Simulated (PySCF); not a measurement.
CH₆ClFSi₂, SMILES Cl[SiH2]C[SiH2]F.

Coordinates come from a PBE0-D3(BJ)/def2-SVP optimisation. This is a generated structure with no PubChem entry under its InChIKey; it may be hypothetical. One conformer was computed; it need not be the lowest.

Vertical ionisation energy (IE) and electron affinity (EA) in eV. Rows of orbital energies are one-electron estimates. Where ΔSCF, EOM or ADC give a negative EA the extra electron is unbound and the value depends on the basis.

| level | IE | EA |
|---|---|---|
| −ε(HOMO), −ε(LUMO), B3LYP/def2-TZVP (PySCF) | 8.65 | 0.28 |
| −ε(HOMO), −ε(LUMO), PBE/def2-TZVP (PySCF) | 7.55 | 0.97 |
